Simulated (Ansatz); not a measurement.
The same path of ClH + F3HSi (7 atoms, charge 0, multiplicity 1) was run 3 times with different band settings. Lost on the way: Si1–H2, Cl6–H7. Made: Si1–Cl6, H2–H7.

Method: RKS B3LYP-D4/def2-SVP (Ansatz).

Relaxed end points:

```xyz
7
Properties=species:S:1:pos:R:3
Si 0.374 0.000 -0.180
H 0.464 0.000 1.280
F 1.849 0.000 -0.813
F -0.377 1.302 -0.733
F -0.377 -1.302 -0.733
Cl -2.759 0.000 1.395
H -2.431 0.000 2.644
```

```xyz
7
Properties=species:S:1:pos:R:3
Si -0.422 0.000 -0.725
H -0.266 0.000 2.830
F 0.611 0.000 0.495
F -0.145 1.295 -1.615
F -0.145 -1.295 -1.614
Cl -2.321 0.000 -0.040
H -0.570 0.000 3.528
```

Common settings: spring 5.0 eV/Å²; start path through a guess of the saddle point; force threshold 0.05 eV/Å; iteration limit 60; end points relaxed.

| run | movable images | climbing image | optimiser |
| --- | --- | --- | --- |
| 1 | 5 | yes | quadratic models (default) |
| 2 | 5 | from the first iteration | fire |
| 3 | 8 | no | quadratic models (default) |

Question: What does each run give, and how far can it be trusted?

Answer: Run 1: converged after 17 iterations, highest image 1.778 eV above the first end. Neighbouring images differ by up to 1.5 eV, so the band resolves the path poorly. A vibrational analysis at the climbing image gives one clearly imaginary mode, 993i cm⁻¹: a first-order saddle point.
Run 2: converged after 53 iterations, highest image 1.778 eV above the first end. Neighbouring images differ by up to 1.5 eV, so the band resolves the path poorly. Another band between the same ends (5 images) ends at a top of the same energy, where a vibrational analysis finds 1 clearly imaginary mode.
Run 3: converged after 14 iterations, highest image 1.738 eV above the first end. No image climbed, so the highest image needn't sit at the top of the path.
The orbitals stay closed-shell, which can raise the energy where a bond breaks towards radicals; this wasn't checked here.
